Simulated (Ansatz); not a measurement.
`C[NH][GeH]([F])[Cl]` + `O[SiH3]` → `[F][GeH]([Cl])[O][SiH3]` + CH₃NH₂ at 500 K and 1 bar (ligand exchange at a Ge–N bond).

Calculated with Ansatz (gas phase, PBE0-D4/def2-TZVP geometries, no zero-point term in ΔE). CCSD(T)/CBS adds triple-zeta CCSD(T) − MP2 to the extrapolated MP2 energy (def2 sets, frozen cores). For Ge outer-core shells are correlated without core-valence functions, which leaves a few kJ/mol of doubt a bond. Scalar relativity is left out up to krypton. One conformer a species, not always the lowest.

```json
{"species": "`C[NH][GeH]([F])[Cl]`", "CCSD(T)/CBS energy (Eh)": "-2731.53480", "H − E (kJ/mol)": "221.8", "S (J/(mol·K))": "432.5"}
{"species": "`O[SiH3]`", "CCSD(T)/CBS energy (Eh)": "-366.69042", "H − E (kJ/mol)": "127.5", "S (J/(mol·K))": "292.9"}
{"species": "`[F][GeH]([Cl])[O][SiH3]`", "CCSD(T)/CBS energy (Eh)": "-3002.48481", "H − E (kJ/mol)": "159.7", "S (J/(mol·K))": "464.8"}
{"species": "CH₃NH₂", "CCSD(T)/CBS energy (Eh)": "-95.75281", "H − E (kJ/mol)": "191.8", "S (J/(mol·K))": "270.3"}
```

H − E and S are ideal-gas, rigid-rotor, harmonic terms from PBE0-D4/def2-TZVP, for one conformer and one mirror image of each species. 1 Eh = 2625.50 kJ/mol, R = 8.31446 J/(mol·K).

By hand: ΔE, ΔH, ΔS and ΔG.

ΔE = (-3002.48481) + (-95.75281) − (-2731.53480) − (-366.69042) = -0.01240 Eh = -32.6 kJ/mol. Δ(H − E) = 159.7 + 191.8 − 221.8 − 127.5 = 2.2, so ΔH = -30.4 kJ/mol. ΔS = 464.8 + 270.3 − 432.5 − 292.9 = 9.7 J/(mol·K). ΔG = -30.4 − 500 × (9.7)/1000 = -35.2 kJ/mol.

By hand: the equilibrium constant, and the temperature at which ΔG would vanish if ΔH and ΔS stayed fixed.

log₁₀ K = −ΔG/(RT ln 10) = 3.7. ΔH and −TΔS have one sign here, so there is no such temperature.

The number of gas molecules stays the same, so ΔS is small and ΔH decides. A doubt of 5 kJ/mol in ΔE shifts log₁₀ K by 0.5 here. Other conformers and mirror images would add mixing entropy, several J/(mol·K) or more a flexible species. Modes under 60 cm⁻¹, often nearly free rotors, make the harmonic entropy too high. These are equilibria of isolated gas molecules and say nothing of rates. Largest T1 diagnostic: 0.012 (customary marks: 0.02 for closed shells, 0.045 for open ones).

ΔS is within the doubt of such terms, so its sign, and with it that verdict, could turn.
